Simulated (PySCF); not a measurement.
MoOBr3, SMILES [O]=[Mo]([Br])([Br])[Br] (connectivity only; charge and spin as stated), neutral, multiplicity 2. Atoms are numbered in the order given.

```xyz
5

Mo    -0.0826    -0.5182     0.0000
O      0.1173    -2.1624     0.0000
Br    -2.3301     0.3778     0.0000
Br     1.2013     0.3692    -1.8497
Br     1.2013     0.3692     1.8497
```
Charge 0, spin multiplicity 2.

Geometry optimised at B3LYP-D3(BJ)/def2-SVP. The spin state was assumed, not searched. The def2 effective core potentials stand for the cores of Mo; spin–orbit coupling is left out.

Computed with TDA-PBE/def2-SVPD (PySCF).

Vertical excitations. 

Computed excitation energies, oscillator strengths and character:
```csv
state,energy (eV),λ (nm),f,main pairs
root 1,0.44,2832,0.001,α HOMO→LUMO 99 %
root 2,1.83,679,0.000,α HOMO→LUMO+1 99 %
root 3,1.98,625,0.001,α HOMO→LUMO+2 99 %
root 4,2.52,493,0.000,"α HOMO−1→LUMO 72 %, β HOMO→LUMO 25 %"
root 5,2.65,467,0.000,"α HOMO−2→LUMO 56 %, α HOMO−1→LUMO 12 %, α HOMO→LUMO+3 11 %, β HOMO−1→LUMO 11 %, β HOMO→LUMO 10 %"
root 6,2.69,462,0.003,α HOMO→LUMO+3 87 %
root 7,2.77,448,0.003,"α HOMO−1→LUMO 12 %, α HOMO−2→LUMO 7 %, β HOMO→LUMO 57 %, β HOMO−1→LUMO 21 %"
root 8,2.81,442,0.000,"α HOMO−3→LUMO 81 %, β HOMO−2→LUMO 10 %, β HOMO→LUMO+1 9 %"
root 9,3.01,412,0.006,"β HOMO→LUMO+1 57 %, β HOMO−2→LUMO 40 %"
root 10,3.15,394,0.001,β HOMO−1→LUMO+1 83 %
```
Unrestricted roots are not spin-pure.
